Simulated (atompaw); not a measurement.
# An all-electron radial function and its pseudo partner (As)

Columns: radius, all-electron u(r) and pseudo u(r) of the 4p shell (level -5.20 eV) of arsenic in the configuration [Ar] 3d10 4s2 4p3; PBE, scalar-relativistic, PAW (atompaw) scheme, atompaw 4.2.0.5.

```csv
r (bohr),all-electron,pseudo
0.085,0.1618,0.0045
0.169,0.0988,0.0175
0.254,-0.0810,0.0391
0.338,-0.2195,0.0679
0.423,-0.2782,0.1037
0.508,-0.2653,0.1452
0.592,-0.2053,0.1904
0.677,-0.1178,0.2390
0.762,-0.0186,0.2892
0.846,0.0811,0.3390
0.931,0.1776,0.3883
1.015,0.2654,0.4349
1.100,0.3448,0.4788
1.185,0.4142,0.5188
1.269,0.4730,0.5538
1.354,0.5232,0.5844
1.438,0.5641,0.6098
1.523,0.5975,0.6305
1.608,0.6235,0.6465
1.692,0.6427,0.6580
1.777,0.6563,0.6657
1.862,0.6647,0.6698
1.946,0.6685,0.6708
2.031,0.6683,0.6691
2.115,0.6648,0.6650
2.200,0.6584,0.6584
```

Task: How many radial nodes do the two functions have?

Result: The all-electron 4p function has n − l − 1 = 2; the pseudo-wave has 0, since the states of the same l below it are removed with the core.

Task: Is the pseudo-wave norm-conserving?

Result: No, it belongs to a PAW set: the norm inside the radius is not constrained, and the difference is carried by the augmentation charge.
